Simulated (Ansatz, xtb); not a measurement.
**Isomers of C3H7BGe in order of energy**

5 gas-phase structures of C3H7BGe, from a drawn sample of its isomers (lower ones may exist). Each was relaxed with GFN2-xTB:

A. `CC#C[BH][GeH3]`, a singlet
B. `BC#C[CH2][GeH3]`, a singlet
C. `[BH]1CC=[CH][GeH2]1`, a singlet
D. `B[CH2][GeH2][C]#C`, a singlet
E. `[BH2][GeH2][CH2]C#C`, a singlet

Which do you expect lowest at r2SCAN-D4/def2-SVP//GFN2-xTB, and how would the others follow?

Calculated order at r2SCAN-D4/def2-SVP//GFN2-xTB: C (0.0), A (18.0), B (20.7), D (27.5), E (45.0) kcal/mol.

Energies above the lowest of each column, in kcal/mol; the last columns are at r2SCAN-D4/def2-SVP geometries and were run for some of them only (a dash: not run or not comparable):

```tsv
structure	GFN2-xTB	HF/STO-3G	r2SCAN-D4/def2-SVP//GFN2-xTB	r2SCAN-D4/def2-SVP	CCSD(T)/def2-SVP + ΔMP2/def2-TZVPP
C	0.0	0.0	0.0	0.0	0.0
A	7.4	25.5	18.0	17.6	17.9
B	7.4	23.5	20.7	21.0	19.4
D	22.0	24.6	27.5	–	–
E	24.6	47.9	45.0	–	–
```

Every level run on C puts it lowest or level with the lowest. Flexible structures stand in one conformer each, not always the lowest. A keeps a small imaginary mode. Frequencies (GFN2-xTB) were run for A, B, C alone. ΔMP2 is the change of the MP2 energy from the smaller to the larger basis.

Over these structures GFN2-xTB departs from r2SCAN-D4/def2-SVP//GFN2-xTB by 5.8 kcal/mol on average once a common shift is removed. A GFN2-xTB relaxation took about 0.1 s and the r2SCAN-D4/def2-SVP//GFN2-xTB energy about 2 s on a shared host (Ansatz 0.2.0, xtb 6.7.1).
